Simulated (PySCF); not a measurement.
From one molecule to another.

First species: C4H11NSSi.
Structure used (GFN2-xTB), in Å, numbered top down from 1:
```xyz
18
C4H11NSSi angstrom
C     -0.9835    1.0527    0.7444
C     -1.7525    0.1297    0.1886
C     -3.2441    0.2219    0.1262
S     -1.1524   -1.3617   -0.5638
Si     0.9917   -1.3717   -0.3879
N      1.5752   -0.0280   -1.2698
C      2.9777    0.2767   -1.4175
H     -1.4233    1.9321    1.1852
H      0.0881    0.9768    0.7827
H     -3.5896    1.1639    0.5445
H     -3.5787    0.1420   -0.9068
H     -3.6911   -0.6026    0.6798
H      1.3108   -2.7108   -0.8814
H      1.3956   -1.2156    1.0061
H      1.0221    0.3275   -2.0364
H      3.4995   -0.0384   -0.5172
H      3.4285   -0.2395   -2.2709
H      3.1174    1.3514   -1.5471
```

Second species: C7H4N2.
Cartesian coordinates in Å at the GFN2-xTB level; atoms count from 1:
```xyz
13
C7H4N2 angstrom
C      3.9992   -0.3730    1.1850
C      2.9037   -0.2932    0.6915
C      1.6691   -0.2085    0.1316
C      0.5941   -0.1127   -0.4072
C     -0.7383   -0.0509   -0.9901
C     -1.2139   -1.4190   -1.1583
N     -1.6173   -2.4836   -1.2576
N     -1.5799    0.8101   -0.1790
C     -2.4870    0.3556    0.5520
H      4.9543   -0.4395    1.6123
H     -0.6717    0.4250   -1.9821
H     -2.7603   -0.6986    0.6525
H     -3.0565    1.0679    1.1318
```

Levels: CAM-B3LYP/def2-SVPD for dipole moment, HOMO energy, LUMO energy, HOMO–LUMO gap, static isotropic polarisability and electronic spatial extent ⟨r²⟩ about the centre of nuclear charge; TDDFT CAM-B3LYP/def2-SVPD for lowest singlet excitation; TDA CAM-B3LYP/def2-SVPD for lowest triplet excitation (Tamm–Dancoff); GFN2-xTB for rotational constant A and rotational constant C. Geometries: GFN2-xTB. All species are isolated and taken at one optimised geometry, non-relativistic unless stated; the electronic structure was computed with PySCF and density fitting.

The conformers computed, where there is a choice (atom-mapped SMILES and torsion angles):
- `[CH2:1]=[C:2]([CH3:3])[S:4][SiH2:5][NH:6][CH3:7]`: C1–C2–S4–Si5 0°, C2–S4–Si5–N6 -63°, S4–Si5–N6–C7 -178°
- `[CH:1]#[C:2][C:3]#[C:4][C@@H:5]([C:6]#[N:7])[N:8]=[CH2:9]`: C4–C5–N8–C9 -107°

Task: Which of the two has the higher HOMO energy, and by how much?

Result: The first: -7.62 eV against -9.09 eV, a difference of 1.47 eV.

Task: Which has the higher dipole moment?

Result: The second: 2.14 D against 1.77 D, a difference of 0.37 D.

Task: Which has the higher static isotropic polarisability?

Result: The first: 104.2 au against 95.5 au, a difference of 8.7 au.

Task: Which has the higher S1 energy?

Result: The first: 5.67 eV against 4.69 eV, a difference of 0.98 eV.

Task: Which has the higher T1 energy?

Result: The first: 4.04 eV against 3.85 eV, a difference of 0.19 eV.

Task: Which of the two has the higher rotational constant C, and by how much?

Result: The first: 0.825 GHz against 0.716 GHz, a difference of 0.109 GHz.

Task: Which has the higher ⟨r²⟩?

Result: The second: 1514 bohr² against 1484 bohr², a difference of 30 bohr².

Task: Which has the higher LUMO energy?

Result: The first: 0.89 eV against -0.40 eV, a difference of 1.29 eV.

On the first: A dipole of 1.77 D is allowed in C1, and pure rotational transitions are dipole-allowed. The polarisability is 15.44 Å³ as a volume (1 au = 0.148185 Å³), or 1.45 au for each of the 72 electrons.

On the second: The vertical singlet–triplet gap S1 − T1 is 0.84 eV (TDDFT singlet less Tamm–Dancoff triplet).
